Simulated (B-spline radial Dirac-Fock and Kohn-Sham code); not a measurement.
**Binding energies of I⁺ at several levels of theory**

System: the I⁺ ion, configuration [Kr] 4d10 5s1 5p5 (an excited configuration).

The density-functional columns are spherical, spin-unpolarised Dirac-Kohn-Sham results without Breit or QED terms: −ε is minus the orbital energy of the initial state and ΔSCF the difference of two total energies. The reference in the last column comes from Dirac-Fock energy differences between relaxed states, corrected for Breit and QED terms. All numbers are from an atomic code on a B-spline grid, in eV; a selection of levels is shown. The Kohn-Sham columns are given as differences from the reference. For the 1s level of heavy atoms much of the gap between ΔSCF and the reference is the Breit and QED part, -116.1 eV here; for other levels the error of the functional can be larger.

```csv
level,LDA −ε − DF,LDA ΔSCF − DF,Dirac-Fock
K (1s),-256.2,+105.0,33188.8
L1 (2s),-118.5,-53.7,5215.4
L2 (2p1/2),-88.2,-7.3,4873.7
L3 (2p3/2),-91.6,-16.2,4578.8
M1 (3s),-59.0,-36.9,1096.1
M2 (3p1/2),-46.9,-24.0,955.0
M3 (3p3/2),-46.4,-24.3,898.3
M4 (3d3/2),-28.2,-3.6,651.8
M5 (3d5/2),-28.5,-4.3,640.3
N2 (4p1/2),-19.6,-9.8,165.5
N4 (4d3/2),-8.4,+0.4,70.53
N5 (4d5/2),-8.4,+0.3,68.82
O1 (5s),-6.5,-1.3,33.76
"O2,3 (5p)",-2.7,+1.8,18.88
```

Values without a named source are computed, but for edge energies of neutral atoms, which are taken from tables.
